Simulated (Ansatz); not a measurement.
Results of the Gaussian-basis code of Ansatz.

A structure relaxed at PBE0-D4/def2-TZVP, charge 0, multiplicity 1:

```xyz
8

F     1.1562   -0.3631   -1.5309
C    -0.0596   -0.2663   -0.9777
F    -0.6655   -1.4518   -1.1227
F    -0.7555    0.6329   -1.6852
Si    0.0539    0.2402    0.8818
Cl    0.9821    2.0289    0.9810
Cl   -1.8253    0.3588    1.6067
Cl    1.1137   -1.1797    1.8470
```

Q: Give its formula and SMILES.

A: CCl3F3Si, `FC(F)(F)[Si](Cl)(Cl)Cl`.

Q: Point group (tolerance 0.08 Å, 0.16 Å for H)?

A: C3v.

Q: Summarise the bond lengths by kind.

A: 3 × C–F 1.339 Å; 1 × C–Si 1.931 Å; 3 × Cl–Si 2.018 Å.
